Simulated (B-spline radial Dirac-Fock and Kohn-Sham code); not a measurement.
**Successive ionisation energies of ytterbium: Dirac-Fock against NIST**

The computed values come from a radial B-spline solver: Dirac-Fock (average of configuration) total-energy differences with a finite nucleus, the Breit interaction including its frequency dependence, and self-energy and vacuum-polarisation corrections. Each value is the difference of the configuration-average energies of two neighbouring ions in their tabulated ground configurations. Electron correlation is not included. NIST's values refer to the lowest levels; many for high charge states are themselves semi-empirical or theoretical. Where a p, d or f shell is open in either ion the computed value averages over both j values and all terms, while the table refers to the lowest levels; that difference holds spin-orbit splitting (largest in heavy or highly charged ions), term energies where several electrons share open shells, and correlation, and it can reach 10 % or more.

```tsv
ion	configuration	computed (eV)	NIST (eV)	kind	NIST − computed (eV)
Yb²⁸⁺	[Kr] 4d6	1071.0	1065 ± 4	theoretical	-5.95
Yb²⁹⁺	[Kr] 4d5	1118.6	1114 ± 4	theoretical	-4.58
Yb³⁰⁺	[Kr] 4d4	1166.8	1175 ± 4	theoretical	+8.16
Yb³¹⁺	[Kr] 4d3	1215.7	1224 ± 4	theoretical	+8.26
Yb³²⁺	[Kr] 4d2	1265.3	1275 ± 4	theoretical	+9.73
Yb³³⁺	[Kr] 4d1	1315.4	1324 ± 5	theoretical	+8.57
Yb³⁴⁺	[Ar] 3d10 4s2 4p6	1538.8	1516 ± 5	theoretical	-22.82
Yb³⁵⁺	[Ar] 3d10 4s2 4p5	1589.4	1564 ± 5	theoretical	-25.43
Yb³⁶⁺	[Ar] 3d10 4s2 4p4	1640.5	1618 ± 5	theoretical	-22.50
Yb³⁷⁺	[Ar] 3d10 4s2 4p3	1692.1	1668 ± 4	theoretical	-24.05
Yb³⁸⁺	[Ar] 3d10 4s2 4p2	1744.1	1789 ± 4	theoretical	+44.93
Yb³⁹⁺	[Ar] 3d10 4s2 4p1	1796.5	1845 ± 4	theoretical	+48.45
Yb⁴⁰⁺	[Ar] 3d10 4s2	1977.3	1978 ± 4	theoretical	+0.72
Yb⁴¹⁺	[Ar] 3d10 4s1	2034.0	2036.4 ± 1	semi-empirical	+2.36
Yb⁴²⁺	[Ar] 3d10	3463.2	3443 ± 4	theoretical	-20.24
Yb⁴³⁺	[Ar] 3d9	3582.7	3555 ± 4	theoretical	-27.66
Yb⁴⁴⁺	[Ar] 3d8	3703.7	3677 ± 4	theoretical	-26.66
Yb⁴⁵⁺	[Ar] 3d7	3826.2	3805 ± 4	theoretical	-21.22
Yb⁴⁶⁺	[Ar] 3d6	3950.3	3929 ± 4	theoretical	-21.34
Yb⁴⁷⁺	[Ar] 3d5	4076.0	4051 ± 4	theoretical	-25.02
```

Task: Where in this range is the largest relative jump, and why?

Result: From Yb⁴¹⁺ (2034.0 eV) to Yb⁴²⁺ (3463.2 eV), a factor of 1.70. The configuration goes from [Ar] 3d10 4s1 to [Ar] 3d10, so the next electron comes out of a deeper subshell.
